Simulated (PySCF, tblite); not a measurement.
Isomers of C3H10NSi2 (doublet state). Computed with GFN2-xTB (tblite): harmonic, unscaled wavenumbers at the GFN2-xTB geometry, gas phase. The method is semi-empirical: single wavenumbers can be off by several per cent or more. Modes of hydrogen on silicon can be 10 to 20 % off. One conformer each. Open shells enter through the occupations alone, without spin polarisation, and single modes of such species can be off by tens of per cent.

Electronic energies: B3LYP/pcH-1 single points on the GFN2-xTB geometries (PySCF, gas phase).

| SMILES | electronic energy, lowest = 0 (kcal/mol) |
| --- | --- |
| C[Si@@H]1CC[SiH2][N]1 | 28.1 |
| C[Si]1CC[SiH2]N1 | 0.1 |
| C[Si@H]1C[CH][SiH2]N1 | 7.2 |
| C[Si@H]1CC[SiH]N1 | 0.0 |
| C[Si@@H]1[CH]C[SiH2]N1 | 7.5 |

Problem. How do GFN2-xTB zero-point energies change the relative energies?

Solution. 
```csv
SMILES,ZPE (kcal/mol),of it from modes above 1550 cm⁻¹,electronic (kcal/mol),"with ZPE, lowest = 0 (kcal/mol)",lowest mode (cm⁻¹),rings
C[Si@H]1CC[SiH]N1,77.7,41.2,0.0,0.0,79,1
C[Si]1CC[SiH2]N1,77.8,41.3,0.1,0.2,78,1
C[Si@H]1C[CH][SiH2]N1,73.9,40.0,7.2,3.4,24,1
C[Si@@H]1[CH]C[SiH2]N1,74.3,40.3,7.5,4.1,77,1
C[Si@@H]1CC[SiH2][N]1,74.2,39.6,28.1,24.6,77,1
```

The zero-point energies span 3.9 kcal/mol, from `C[Si@H]1C[CH][SiH2]N1` to `C[Si]1CC[SiH2]N1`. The order is unchanged.

Problem. And how do the electronic energies of GFN2-xTB itself compare?

Solution. `C[Si@H]1CC[SiH]N1` 1.5; `C[Si]1CC[SiH2]N1` 0.0; `C[Si@H]1C[CH][SiH2]N1` 8.2; `C[Si@@H]1[CH]C[SiH2]N1` 7.8; `C[Si@@H]1CC[SiH2][N]1` 15.2 kcal/mol, lowest = 0. Against the energies above, taken from the same isomer `C[Si@H]1CC[SiH]N1`, the largest difference is 14.4 kcal/mol.

Problem. What do entropy and thermal enthalpy add at 298.15 K and 1 bar (rigid rotor, harmonic oscillator, one conformer each)?

Solution. 
```
                SMILES  point group  symmetry number  S (cal/(mol K))  H − H(0) (kcal/mol)  ZPE + H − H(0) − TS (kcal/mol)
     C[Si@H]1CC[SiH]N1           C1                1             91.4                 6.08                            56.5
      C[Si]1CC[SiH2]N1           C1                1             91.7                 6.10                            56.5
C[Si@@H]1[CH]C[SiH2]N1           C1                1             93.5                 6.41                            52.8
 C[Si@@H]1CC[SiH2][N]1           C1                1             94.5                 6.50                            52.5
```

S holds R ln(2S + 1) for the spin.

Not tabulated: `C[Si@H]1C[CH][SiH2]N1` (lowest mode only 24 cm⁻¹).
